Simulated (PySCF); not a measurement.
**Radial density of Sb (antimony, neutral)**

B3LYP, [Kr] 4d10 5s1 5p3 6s1, high-spin 6S determinant (an excited configuration). All numbers are calculated (PySCF 2.14, a scalar-relativistic core potential, in aug-cc-pVQZ-PP with one added diffuse shell each of s, p, d, f, g type with ECP28MDF (8s8p6d4f3g, 117 functions)). This is the valence pseudo-density: the core potential removes the inner electrons and smooths the orbitals near the nucleus.

```csv
r (bohr),4πr²ρ (e/bohr),4πr²(ρα − ρβ)
0.00408,2.377e-05,0.0000
0.00686,6.022e-05,0.0000
0.0115,0.0001369,0.0000
0.0194,0.0002785,0.0000
0.0326,0.0004711,0.0000
0.0549,0.0007710,0.0001
0.0923,0.002666,0.0001
0.155,0.02633,0.0003
0.261,0.4073,0.0060
0.439,6.525,0.1626
0.739,24.55,0.2807
1.24,10.38,0.4081
2.09,2.745,2.0822
3.52,0.7742,0.7681
5.92,0.2246,0.2246
9.95,0.04364,0.0436
16.7,0.0006263,0.0006
```

Energies and moments cover only the electrons outside the core potential. The outer electron is Rydberg-like, and this basis confines it to a smaller radius and binds it less than a complete one would.
